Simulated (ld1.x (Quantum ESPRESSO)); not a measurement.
## Scattering properties, PAW potential for lanthanum (La)

```
Element                 : lanthanum
Generator               : ld1.x (Quantum ESPRESSO) 7.5
Type                    : PAW
Functional              : PBE
Relativity              : fully relativistic
Frozen core             : [Kr] 4d10
Valence charge          : 11
Reference configuration : 4f0 5s2 5p6 5d1 6s1 6p0 (charge +1)
Partial waves           : 5s (bound): rcut 2.35, rcutus 2.90 bohr; 6s (bound): rcut 2.35, rcutus 2.90 bohr; 5p (bound): rcut 2.80, rcutus 3.50 bohr; 6p (bound, empty): rcut 2.80, rcutus 3.50 bohr; 5d (bound): rcut 2.80, rcutus 3.10 bohr; 5d channel at -0.1 Ry: rcut 2.80, rcutus 3.10 bohr; 4f (bound, empty): rcut 1.50, rcutus 2.05 bohr; 4f channel at 2.5 Ry: rcut 1.50, rcutus 2.05 bohr
Local potential         : all-electron potential smoothed inside 2.30 bohr (lloc = -2)
Core correction         : Bessel-smoothed model core inside 1.25 bohr
Augmentation charge     : PSQ, inside the norm-conserving radii
```

Open shells are filled in proportion to 2j + 1 (rel_dist='average').

The phase is arctan(r·u′/u) with u = r·R(r), unwrapped; energies in Ry, scanned from -5 to 5 Ry. A pole is an energy at which the radial function vanishes at the test radius. The pseudo phase is shifted by a multiple of π to meet the all-electron one at the reference energy, and phase errors are pseudo minus all-electron; the curves can meet again beyond the range given. Levels narrower than the energy grid can be missing from the lists of poles.

```tsv
channel	radius (bohr)	reference energy (Ry)	poles, all-electron	poles, pseudo	unbroken range about the reference energy with phases within 0.05 rad	phase error 1 Ry above the reference energy (rad)
s	3.81	-0.61	-3.27, 0.56	-3.27, 0.52, 3.04	below 1.3	-0.007
p1/2	3.81	-0.41	-2.17, 1.24	-2.17, 1.07, 4.83	below 1.5	-0.018
p3/2	3.81	-0.39	-1.97, 1.41	-2.54, -1.97, 1.50	-2.0 to 2.4	+0.002
d3/2	3.81	-0.63	-0.36, 2.81	-0.36, 2.82	below 4.8	+0.000
d5/2	3.81	-0.62	-0.33, 2.86	-0.33, 2.77	below 3.8	-0.000
f5/2	3.81	-0.76	-0.74, 1.54	-0.74, 1.55	the whole range	+0.015
f7/2	3.81	-0.74	-0.72, 1.55	-0.72, 1.56	the whole range	+0.016
```

The ghost test of this file was not conclusive.

Phases in the f7/2 channel:

```json
{"E (Ry)": "-5.00", "all-electron": "1.453", "pseudo": "1.453"}
{"E (Ry)": "-4.74", "all-electron": "1.450", "pseudo": "1.450"}
{"E (Ry)": "-4.48", "all-electron": "1.446", "pseudo": "1.446"}
{"E (Ry)": "-4.22", "all-electron": "1.442", "pseudo": "1.442"}
{"E (Ry)": "-3.96", "all-electron": "1.438", "pseudo": "1.438"}
{"E (Ry)": "-3.70", "all-electron": "1.433", "pseudo": "1.433"}
{"E (Ry)": "-3.44", "all-electron": "1.428", "pseudo": "1.428"}
{"E (Ry)": "-3.18", "all-electron": "1.422", "pseudo": "1.422"}
{"E (Ry)": "-2.92", "all-electron": "1.416", "pseudo": "1.416"}
{"E (Ry)": "-2.66", "all-electron": "1.408", "pseudo": "1.408"}
{"E (Ry)": "-2.40", "all-electron": "1.399", "pseudo": "1.399"}
{"E (Ry)": "-2.14", "all-electron": "1.389", "pseudo": "1.389"}
{"E (Ry)": "-1.88", "all-electron": "1.377", "pseudo": "1.377"}
{"E (Ry)": "-1.62", "all-electron": "1.361", "pseudo": "1.361"}
{"E (Ry)": "-1.36", "all-electron": "1.340", "pseudo": "1.340"}
{"E (Ry)": "-1.10", "all-electron": "1.308", "pseudo": "1.308"}
{"E (Ry)": "-0.84", "all-electron": "1.210", "pseudo": "1.210"}
{"E (Ry)": "-0.58", "all-electron": "-1.834", "pseudo": "-1.833"}
{"E (Ry)": "-0.32", "all-electron": "-1.931", "pseudo": "-1.930"}
{"E (Ry)": "-0.06", "all-electron": "-2.064", "pseudo": "-2.061"}
{"E (Ry)": "0.20", "all-electron": "-2.374", "pseudo": "-2.362"}
{"E (Ry)": "0.46", "all-electron": "-3.304", "pseudo": "-3.270"}
{"E (Ry)": "0.72", "all-electron": "-4.196", "pseudo": "-4.182"}
{"E (Ry)": "0.98", "all-electron": "-4.492", "pseudo": "-4.486"}
{"E (Ry)": "1.24", "all-electron": "-4.622", "pseudo": "-4.619"}
{"E (Ry)": "1.50", "all-electron": "-4.700", "pseudo": "-4.698"}
{"E (Ry)": "1.76", "all-electron": "-4.761", "pseudo": "-4.759"}
{"E (Ry)": "2.02", "all-electron": "-4.819", "pseudo": "-4.818"}
{"E (Ry)": "2.28", "all-electron": "-4.889", "pseudo": "-4.889"}
{"E (Ry)": "2.54", "all-electron": "-5.000", "pseudo": "-5.000"}
{"E (Ry)": "2.80", "all-electron": "-5.260", "pseudo": "-5.257"}
{"E (Ry)": "3.06", "all-electron": "-6.240", "pseudo": "-6.207"}
{"E (Ry)": "3.32", "all-electron": "-7.300", "pseudo": "-7.278"}
{"E (Ry)": "3.58", "all-electron": "-7.578", "pseudo": "-7.565"}
{"E (Ry)": "3.84", "all-electron": "-7.687", "pseudo": "-7.677"}
{"E (Ry)": "4.10", "all-electron": "-7.748", "pseudo": "-7.738"}
{"E (Ry)": "4.36", "all-electron": "-7.788", "pseudo": "-7.778"}
{"E (Ry)": "4.62", "all-electron": "-7.818", "pseudo": "-7.808"}
{"E (Ry)": "4.88", "all-electron": "-7.842", "pseudo": "-7.831"}
```
